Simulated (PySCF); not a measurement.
Calculation: TPSSh-D3(BJ)/def2-TZVP // r2SCAN-D4/def2-SVP (PySCF). Gas-phase values, no solvent. One relaxed conformer stands for a flexible species; it need not be the lowest. 

Reference species: [W(Cl)2(NH2)4] (neutral, multiplicity 1).

```yaml
LUMO: -2.98 eV
charge on the central atom (Mulliken): 1.26 e
```

Changed species: [W(Cl)3(NH2)3] (3 of 6 Cl replaced by NH2; the reference has 4 of 6 Cl replaced by NH2).

### Question
Predict the effect on the LUMO and charge on the central atom (Mulliken).

### Answer
the LUMO decreases by 0.72 eV, to -3.70 eV; the charge on the central atom (Mulliken) rises by 0.03 e, to 1.29 e.
